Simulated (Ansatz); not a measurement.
`[CH3][Mo]([CH3])(=[O])=[O]` and `[CH3][Mo]([NH2])(=[O])=[O]` differ in one atom or group.

Ansatz, PBE0-D4/def2-TZVP geometries, multiplicity 1. Each molecule was computed in one conformer, which needn't be the lowest.

Elements past krypton have def2 core potentials.

```
                                          property  `[CH3][Mo]([CH3])(=[O])=[O]`
                LUMO energy (PBE0/def2-TZVPP) / eV                         -2.71
size of the dipole moment (ωB97M-V/def2-TZVPP) / D                          3.40
    zero-point energy (PBE0-D4/def2-TZVP) / kJ/mol                         201.5
             HOMO–LUMO gap (B3LYP/def2-TZVPP) / eV                          5.42
                HOMO energy (PBE0/def2-TZVPP) / eV                         -8.60
  size of the dipole moment (B3LYP/def2-TZVPP) / D                          3.41
```

(1) What does the change do to each property? (An estimate is asked.)

Results:

(1) The calculation gave: 
```csv
property,`[CH3][Mo]([NH2])(=[O])=[O]`,shift
LUMO energy (PBE0/def2-TZVPP) / eV,-2.05,0.66
size of the dipole moment (ωB97M-V/def2-TZVPP) / D,3.96,0.56
zero-point energy (PBE0-D4/def2-TZVP) / kJ/mol,178.2,-23.3
HOMO–LUMO gap (B3LYP/def2-TZVPP) / eV,6.06,0.64
HOMO energy (PBE0/def2-TZVPP) / eV,-8.58,0.02
size of the dipole moment (B3LYP/def2-TZVPP) / D,3.98,0.57
```

The zero-point energy changes by -23.3 kJ/mol with -3 modes. Dipoles are sizes alone; their direction can turn.

B3LYP here is the variant with VWN-RPA as its local correlation; programs differ in this.
